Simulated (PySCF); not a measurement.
C10H10, SMILES C=C1C(=C)C(=C)C(=C)C1=C. Heavy atoms are numbered as in [CH2:1]=[C:2]1[C:3](=[CH2:4])[C:5](=[CH2:6])[C:7](=[CH2:8])[C:9]1=[CH2:10]. Hydrogens are named by the atom that carries them.

The structure is a stationary point at PBE0-D3(BJ)/def2-SVP.

All values below come from PBE/pcSseg-1 (PySCF).

GIAO shieldings, no solvent; atoms alike by connectivity are averaged. δ = σ(ref) − σ: ¹³C against TMS (σ = 182.0 ppm); ¹H against TMS (σ = 31.49 ppm), references at their B3LYP-D3(BJ)/def2-TZVP geometries, non-relativistic.

```json
[
 {"nucleus": "¹³C", "atoms": "C2", "count": "5", "δ (ppm)": "151.0"},
 {"nucleus": "¹³C", "atoms": "C1 (CH2)", "count": "5", "δ (ppm)": "108.6"},
 {"nucleus": "¹H", "atoms": "H on C1", "count": "10", "δ (ppm)": "6.05"}
]
```
